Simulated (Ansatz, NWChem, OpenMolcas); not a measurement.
CHF3O3S (triflic acid): methods side by side

CHF3O3S: 9 atoms, total charge 0, spin state singlet. As SMILES, `O=S(=O)(O)C(F)(F)F`. The coordinates come from a PBE0-D4/def2-TZVP relaxation. This is one conformer, not always the lowest.

Each level gives the HOMO–LUMO gap (eV). The values are calculated.

```json
{"level": "HF/6-31G* (spherical functions)", "kind": "Hartree–Fock", "program": "OpenMolcas", "value (eV)": "18.59", "CPU time": "17 s"}
{"level": "PBE/6-31G* (spherical functions)", "kind": "GGA", "program": "OpenMolcas", "value (eV)": "7.76", "CPU time": "43 s"}
{"level": "revPBE/6-31G* (spherical functions)", "kind": "GGA", "program": "Ansatz", "value (eV)": "7.78", "CPU time": "13 s"}
{"level": "r2SCAN/6-31G* (spherical functions)", "kind": "meta-GGA", "program": "Ansatz", "value (eV)": "8.71", "CPU time": "20 s"}
{"level": "B3LYP/6-31G* (spherical functions)", "kind": "global hybrid", "program": "NWChem", "value (eV)": "9.86", "CPU time": "91 s"}
{"level": "B3LYP/6-31G* (Cartesian functions)", "kind": "global hybrid", "program": "Ansatz", "value (eV)": "9.85", "CPU time": "18 s"}
{"level": "CAM-B3LYP/6-31G* (spherical functions)", "kind": "range-separated hybrid", "program": "Ansatz", "value (eV)": "12.99", "CPU time": "18 s"}
{"level": "wB97M-V/6-31G* (spherical functions)", "kind": "range-separated hybrid", "program": "Ansatz", "value (eV)": "14.86", "CPU time": "2 min"}
```

The values span 7.76 to 18.59 eV. Orbital gaps aren't excitation energies; they tend to grow with the share of exact exchange. CPU times are rough (shared hosts, several kinds of processor): they show what a rung costs within a factor of a few.
